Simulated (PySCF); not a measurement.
HKO, SMILES [OH][K]. Coordinates come from a PBE0-D3(BJ)/def2-TZVPD optimisation. The isomer is the one that the SMILES or the coordinates give; other isomers of the formula were not compared.

Computed equilibrium geometry at PBE0-D3(BJ)/def2-TZVPD (PySCF confirms it by a frequency run) as a Z-matrix, and its point group:
point group C∞v.
```
O
H 1 0.9548
K 1 2.2218 2 180.00
```
Charge 0, spin multiplicity 1.
